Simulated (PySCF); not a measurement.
Palladium: a sound run and one with changed settings

Sound run: Pd [Kr] 4d10, Pd⁺ [Kr] 4d9. All numbers are calculated (PySCF 2.14, scalar relativity through the core potential, in cc-pVTZ-PP with ECP28MDF (5s5p4d2f1g, 63 functions)). In the sound run the correlated levels freeze 4s2 4p6 outside the core potential. The sound run starts from symmetry-adapted Hartree-Fock orbitals and uses a fine grid where one is needed.

A second run was set up differently.

```tsv
species	method	sound run (hartree)	changed run (hartree)	converged
Pd	MP2	-126.97723	-127.28825	yes
Pd⁺	MP2	-126.66601	-126.97090	yes
```

Ionisation energy of Pd:

| method | sound run (eV) | changed run (eV) |
| --- | --- | --- |
| UHF | 6.241 | 6.241 |
| MP2 | 8.469 | 8.635 |
| SCS-MP2 | 8.241 | 8.322 |

Q: What was changed?
A. all electrons correlated in a valence basis
B. too few SCF iterations
C. basis contracted for another Hamiltonian
D. a valence shell is frozen

A: A. A valence basis has no tight correlating functions, so it recovers only part of the core correlation, and not evenly between atom and ion.
